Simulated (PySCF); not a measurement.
**Dipole moment and polarisability of `C[S@](=O)c1ccccc1CF`**

Compound: C8H9FOS.
Numbering: `[CH3:1][S@:2](=[O:3])[c:4]1[cH:5][cH:6][cH:7][cH:8][c:9]1[CH2:10][F:11]` (hydrogens: H12, H13, H14 on C1; H15 on C5; H16 on C6; H17 on C7; H18 on C8; H19, H20 on C10)

Cartesian coordinates in Å at the PBE0-D3(BJ)/def2-SVP level; atoms count from 1:
```xyz
20
C8H9FOS angstrom
C      2.0109    0.1229   -0.4545
S      0.9167    0.2890   -1.8978
O      0.5070    1.7352   -1.9441
C     -0.4549   -0.6831   -1.2406
C     -0.4585   -2.0324   -1.5930
C     -1.4779   -2.8694   -1.1489
C     -2.5051   -2.3354   -0.3752
C     -2.5123   -0.9804   -0.0511
C     -1.4922   -0.1238   -0.4764
C     -1.5634    1.3379   -0.1138
F     -2.6495    1.5737    0.6919
H      2.2918   -0.9317   -0.3246
H      1.4989    0.5060    0.4384
H      2.8977    0.7339   -0.6738
H      0.3448   -2.4241   -2.2244
H     -1.4755   -3.9279   -1.4179
H     -3.3180   -2.9764   -0.0262
H     -3.3222   -0.5596    0.5452
H     -0.6554    1.6671    0.4157
H     -1.6353    1.9552   -1.0212
```

Level: CAM-B3LYP/def2-SVPD (PySCF), static field, nuclei fixed, core orbitals frozen in the response. The polarisability tensor in these axes (au):

```
x   127.17  14.09 -15.62
y    14.09 132.83   3.60
z   -15.62   3.60  91.36
```

Question: Give the principal values, the mean and the anisotropy Δα = √{½[(α1 − α2)² + (α2 − α3)² + (α1 − α3)²]}.

Answer: Principal values 84.01, 121.92 and 145.44 au; mean 117.12 au = 17.36 Å³ = 19.31 × 10⁻⁴⁰ C²·m²/J; Δα = 53.69 au (46 % of the mean).

Question: What is the dipole moment, and where does it point?

Answer: (1.55, -4.10, 0.99) D, 4.50 D in size, pointing from the negative to the positive side. Measured along this direction, the outermost atoms are H20 at the negative end and H16 at the positive end.

Question: Estimate the molar refractivity from the static electronic polarisability.

Answer: Lorentz–Lorenz: R = (4π/3)N_A α = 2.5225 cm³/(mol·Å³) × 17.36 Å³ = 43.8 cm³/mol, in the limit of long wavelengths.

Question: Sum over states: ᾱ = Σ f/ω², ω in Eh. What share falls to these 10 lowest TDDFT singlets (eV, f)? 5.11, 0.0570; 5.27, 0.0096; 5.96, 0.0300; 6.02, 0.0597; 6.11, 0.0208; 6.31, 0.0112; 6.60, 0.0154; 6.71, 0.0623; 6.87, 0.6109; 6.90, 0.2763.

Answer: They add up to 19.50 au, 16.7 % of the 117.12 au; the largest single term is 9.58 au, from the state at 6.87 eV. Terms in order: 1.61, 0.26, 0.62, 1.22, 0.41, 0.21, 0.26, 1.02, 9.58, 4.30 au. Higher excitations give the rest. The strengths listed sum to 1.153.

Question: In a dilute gas of rigid molecules at 298 K, how does the orientational term μ²/3kT compare with the electronic polarisability?

Answer: In Gaussian units μ²/3kT = 163.86 Å³ against 17.36 Å³, a ratio of 9.44; the Debye molar polarisation (4π/3)N_A(α + μ²/3kT) is 457.1 cm³/mol, leaving out the vibrational part.

One conformer (not necessarily the lowest) at the PBE0-D3(BJ)/def2-SVP geometry, without solvent, vibrations or thermal averaging.
